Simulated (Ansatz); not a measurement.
Coupled-cluster diagnostics for B₂N₃⁻, Ansatz.

Geometry of the singlet (r2SCAN-D4/def2-SVPD):

Cartesian coordinates in Å:
```
B -0.4963 -0.0280 -1.2406
B 0.4978 0.0282 1.2400
N -0.9929 -0.0551 -2.4590
N 0.9794 0.0546 2.4644
N 0.0120 0.0003 -0.0048
```

Correlated methods freeze 5 core orbitals. The geometry of the singlet was relaxed on an unsound state (an occupied level 0.21 eV above an empty one). The structure comes from a short search, and lower isomers may exist.

Geometry of the charge -1 triplet (r2SCAN-D4/def2-SVPD):

Cartesian coordinates in Å:
```
B -0.963 -0.744 0.544
B 0.963 0.743 -0.544
N -1.918 -1.480 1.084
N 1.918 1.481 -1.084
N 0.000 -0.001 0.000
```

Geometry of the charge -1 quintet (r2SCAN-D4/def2-SVPD):

```csv
atom,x (Å),y (Å),z (Å)
B1,-0.5886,-1.3562,-0.2776
B2,0.8430,0.8568,0.2956
N3,-2.0039,-1.2080,-0.6240
N4,1.5989,1.9365,0.5894
N5,0.1506,-0.2291,0.0168
```

(1) Estimate the CCSD(T) correlation energy, the shares of MP2 and (T), T1 and the reference's ⟨S²⟩ for: charge -1, singlet, own geometry in def2-TZVPPD; charge -1, triplet, own geometry in def2-TZVPPD; charge -1, quintet, own geometry in def2-TZVPPD; and the rough time on 4 threads of Arm Neoverse V2 on a shared host.

Answers

(1) 
```csv
state,basis,correlation (eV),MP2 share (%),(T) share (%),T1,⟨S²⟩ (pure),wall time,remarks
"charge -1, singlet, own geometry",def2-TZVPPD,-23.819,93.3,7.9,0.039,0.00 (0.00),2.3 min,"flagged by the program, large T1 (0.039), restricted SCF unstable"
"charge -1, triplet, own geometry",def2-TZVPPD,-20.659,91.0,5.2,0.037,2.06 (2.00),8.7 min,–
"charge -1, quintet, own geometry",def2-TZVPPD,-19.598,89.9,5.1,0.036,6.05 (6.00),8.1 min,–
```
Customary marks for T1 are 0.02 (closed shells), 0.045 (open shells) and about 0.05 (3d metals). T1 exceeds 0.02 in 3 of 3 rows and 0.045 in 0; the higher it lies, the less the single-reference result can be trusted.
